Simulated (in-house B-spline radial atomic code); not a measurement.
Radial electron density of the indium ion In⁺, [Kr] 4d10 5s2. Method: scalar-relativistic (X2C) OLYP, spin-polarised, spherical fractional occupations, Fermi nucleus of rms radius 4.6156 fm. Calculated with a radial B-spline atomic code at the basis-set limit.

One-electron X2C: radii and densities carry no picture-change correction, so inner-shell <1/r> comes out high (for 1s by about 2 % at Z = 33, 5 % at 54, 10 % at 75, 30 % at 118) and <r> low.

Columns: r (bohr), 4πr²n(r) (electrons per bohr), bar.

```
0.000954    1.941 #
 0.00118     2.73 ##
 0.00146    3.825 ##
  0.0018    5.299 ###
 0.00223    7.345 ####
 0.00275    10.02 ######
 0.00341    13.63 ########
 0.00421    18.18 ##########
 0.00521    23.91 #############
 0.00644    30.72 #################
 0.00796    38.46 #####################
 0.00984     46.6 ##########################
  0.0122    54.37 ##############################
   0.015    60.21 #################################
  0.0186    63.35 ###################################
   0.023    62.79 ###################################
  0.0284    59.26 #################################
  0.0351    55.17 ###############################
  0.0434    54.25 ##############################
  0.0537    59.45 #################################
  0.0664    69.71 #######################################
  0.0821    78.83 ############################################
   0.101    79.23 ############################################
   0.125    69.27 ######################################
   0.155    57.47 ################################
   0.192    55.71 ###############################
   0.237    62.95 ###################################
   0.293    64.57 ####################################
   0.362    50.66 ############################
   0.448    30.21 #################
   0.554    19.64 ###########
   0.685    20.53 ###########
   0.847    21.91 ############
    1.05    17.56 ##########
    1.29    10.97 ######
     1.6    5.718 ###
    1.98    2.928 ##
    2.45    1.524 #
    3.02   0.7375 
    3.74   0.2866 
    4.62  0.08484 
    5.72  0.01602 
    7.07 0.001671 
    8.74 8.461e-05
```

On this grid the curve has 4 maxima, near 0.0186, 0.101, 0.293, 0.847 bohr.

The 5s up radial function P(r) = rR(r), positive near the nucleus:

```tsv
r (bohr)	P
0.000408	0.009698
0.000624	0.01377
0.000954	0.01944
0.00146	0.02725
0.00223	0.03767
0.00341	0.05108
0.00521	0.06698
0.00796	0.08311
0.0122	0.09359
0.0186	0.08687
0.0284	0.04733
0.0434	-0.03331
0.0664	-0.1253
0.101	-0.1349
0.155	0.02416
0.237	0.2125
0.362	0.08678
0.554	-0.2819
0.847	-0.2265
1.29	0.3407
1.98	0.713
3.02	0.5458
4.62	0.2028
7.07	0.02886
```
